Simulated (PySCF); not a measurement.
## Vibration and rotation of SnN⁻

RHF-CCSD(T) constants of SnN⁻, ¹Σ⁺ (singlet), closed shell (Sn aug-cc-pVDZ-PP with ECP28, N aug-cc-pVDZ; scalar-relativistic core potentials (PySCF 2.14); masses 119.9022 and 14.0031 u):

```
ωe              : 715.6 cm⁻¹
ωexe            : 3.86 cm⁻¹
Be              : 0.35593 cm⁻¹
αe              : 0.00244 cm⁻¹
D (centrifugal) : 3.52e-07 cm⁻¹
De to Sn⁻ + N   : 3.35 eV
```

Question: Estimate the standard entropy (1 bar) and heat capacity of the ideal gas at 500 K, rigid rotor with B0 and harmonic oscillator at the fundamental.

Answer: Translation (Sackur–Tetrode, M = 133.91 u): 180.7 J/(mol K). Rotation: q = kT/(σB0) = 980 with σ = 1, 65.6. Vibration: x = hcν0/kT = 2.04, 3.70. S° = 250.0 J/(mol K); Cp = 7R/2 + 5.95 = 35.1 J/(mol K).

Correlated steps freeze 5 core orbitals. Correlated levels converge slowly with the basis: in double zeta they bind strong bonds too weakly, by up to about 1 eV, and carry superposition errors of some tenths. Spin–orbit coupling is left out, which matters for elements this heavy, above all for dissociation energies. For an ion De counts to the pair picked by the measured ionisation energies or electron affinities, which need not be the lowest pair at this level. Where the molecule has an RHF reference, its open-shell atoms are computed with UHF. The CCSD T1 diagnostic is raised, a sign that a single reference may not be enough here.
